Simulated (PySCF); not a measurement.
Species: C5H16N2Si2.
SMILES with atom numbers: `[NH2:1][SiH2:2][CH2:3][SiH2:4][N:5]1[CH2:6][CH2:7][CH2:8][CH2:9]1` (hydrogens: H10, H11 on N1; H12, H13 on Si2; H14, H15 on C3; H16, H17 on Si4; H18, H19 on C6; H20, H21 on C7; H22, H23 on C8; H24, H25 on C9)

Geometry (PBE0-D3(BJ)/def2-SVP, Å), atoms numbered from 1 in this order:
```xyz
25
C5H16N2Si2 angstrom
N      3.8149    0.7635    0.8401
Si     3.5622   -0.5876   -0.2254
C      1.7534   -1.0646   -0.1126
Si     0.6249    0.4373   -0.0371
N     -0.9731   -0.0088   -0.5642
C     -1.7386   -1.0766    0.0479
C     -2.9072   -0.3767    0.7684
C     -3.0534    0.9734    0.0346
C     -1.9587    0.9369   -1.0484
H      4.6444    1.3363    0.7290
H      3.5881    0.6653    1.8243
H      3.9074   -0.1046   -1.5977
H      4.4174   -1.7947    0.0479
H      1.5942   -1.6910    0.7820
H      1.4814   -1.6783   -0.9881
H      0.6687    0.9687    1.3713
H      1.0654    1.5244   -0.9606
H     -1.1197   -1.6899    0.7216
H     -2.1318   -1.7583   -0.7325
H     -2.6608   -0.2155    1.8285
H     -3.8267   -0.9804    0.7389
H     -2.8798    1.8106    0.7271
H     -4.0544    1.1153   -0.3997
H     -2.3900    0.5761   -2.0037
H     -1.5114    1.9217   -1.2509
```

Theory: PBE0-D3(BJ)/def2-SVP geometry optimisation, gas phase (PySCF).

Take the most abundant isotopes and a rigid rotor. The values belong to one conformer with, in the numbering `[NH2:1][SiH2:2][CH2:3][SiH2:4][N:5]1[CH2:6][CH2:7][CH2:8][CH2:9]1`, H–N1–Si2–C3 -162° and 58°, N1–Si2–C3–Si4 40°, Si2–C3–Si4–N5 158°, C3–Si4–N5–C6 56°, Si4–N5–C6–C7 111°, N5–C6–C7–C8 23°, C6–C7–C8–C9 0°, C7–C8–C9–N5 -23°.

(1) What are A, B and C (cm⁻¹)?

(2) Classify the top.

(3) Is it planar, by Δ = Ic − Ia − Ib?

(4) List the rotational levels J(Ka,Kc) to J = 3 (K).

(5) Predict some low-J microwave lines.

Answers

(1) Ia = 157.82, Ib = 1089.81, Ic = 1132.90 u·Å²; 505379 MHz·u·Å²/I gives 3202, 463.7 and 446.1 MHz, that is A = 0.10682, B = 0.01547, C = 0.01488 cm⁻¹.

(2) A near-prolate asymmetric top. Ray's parameter κ = (2B − A − C)/(A − C) = -0.987; −1 is the prolate and +1 the oblate limit.

(3) Not planar: Δ = Ic − Ia − Ib = -114.72 u·Å². For a rigid frame Δ = −2 Σ m c², so Σ m c² = 57.36 u·Å² lies off the ab plane: 22.19 from hydrogen and 35.17 from heavier atoms. The atom farthest from that plane is 1.94 Å away.

(4) Above 0(0,0), as E/k:
J = 1: 1(0,1) 0.044, 1(1,1) 0.175, 1(1,0) 0.176
J = 2: 2(0,2) 0.131, 2(1,2) 0.262, 2(1,1) 0.264, 2(2,1) 0.658, 2(2,0) 0.658
J = 3: 3(0,3) 0.262, 3(1,3) 0.391, 3(1,2) 0.396, 3(2,2) 0.789, 3(2,1) 0.789, 3(3,1) 1.449, 3(3,0) 1.449
The levels of one J sum to (2J + 1)J(J + 1)(A + B + C)/3.

(5) The dipole components are |μa| = 0.09 D, |μb| = 0.19 D, |μc| = 1.20 D. The squared components, which scale the intensities, stand as 0.01 : 0.03 : 1.00 (a : b : c). Some lines, for components of 0.1 D or more:

| type | branch | J(Ka,Kc) | MHz | lower level (cm⁻¹) |
| --- | --- | --- | --- | --- |
| b | Q | 1(1,0) ← 1(0,1) | 2756 | 0.030 |
| b | R | 1(1,1) ← 0(0,0) | 3648 | 0.000 |
| c | R | 2(1,1) ← 1(0,1) | 4593 | 0.030 |
| c | R | 4(1,3) ← 3(0,3) | 6475 | 0.182 |
| b | Q | 2(2,0) ← 2(1,1) | 8216 | 0.184 |
| c | R | 2(2,0) ← 1(1,0) | 10053 | 0.122 |
| c | R | 2(2,1) ← 1(1,1) | 10071 | 0.122 |
| b | R | 3(2,2) ← 2(1,1) | 10945 | 0.184 |
| c | R | 4(2,3) ← 3(1,3) | 11934 | 0.272 |
| b | R | 4(2,2) ← 3(1,3) | 11936 | 0.272 |
| b | Q | 5(3,2) ← 5(2,3) | 13735 | 0.822 |
| b | Q | 4(4,0) ← 4(3,1) | 19232 | 1.128 |
| b | R | 4(4,0) ← 3(3,1) | 22871 | 1.007 |

Whether it is a minimum is left open (no frequencies). Zero-point vibration and centrifugal distortion are left out. A rigid rotor knows nothing of inversion at nitrogen, which can split or shift real lines. Quadrupole hyperfine structure (14N) is left out.
